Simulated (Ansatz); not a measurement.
H3O3Si, SMILES O[Si](O)O, multiplicity 2.

Geometry optimised at PBE-D3(BJ)/def2-SVP. The isomer is the one that the SMILES or the coordinates give; other isomers of the formula were not compared. Other conformers were not sampled.

Two levels are set side by side: PBE/def2-SVPD (Ansatz, a quantum-chemistry and plane-wave program) and PBE0/def2-SVPD (Ansatz). Energy differences of separate SCF runs at the same geometry; the states with an electron removed or added have multiplicity 1 and 1. Differences are taken from unrounded values.

```json
[
 {"quantity": "vertical ionisation energy (eV)", "PBE0": "8.62"},
 {"quantity": "vertical electron affinity (eV)", "PBE0": "0.72"}
]
```

### Question
What does PBE give, and how far is it from PBE0? (Estimate from the structure and the level; the computed values follow.)

### Answer

```csv
quantity,PBE,PBE minus PBE0
vertical ionisation energy (eV),8.32,-0.30
vertical electron affinity (eV),0.82,0.10
```
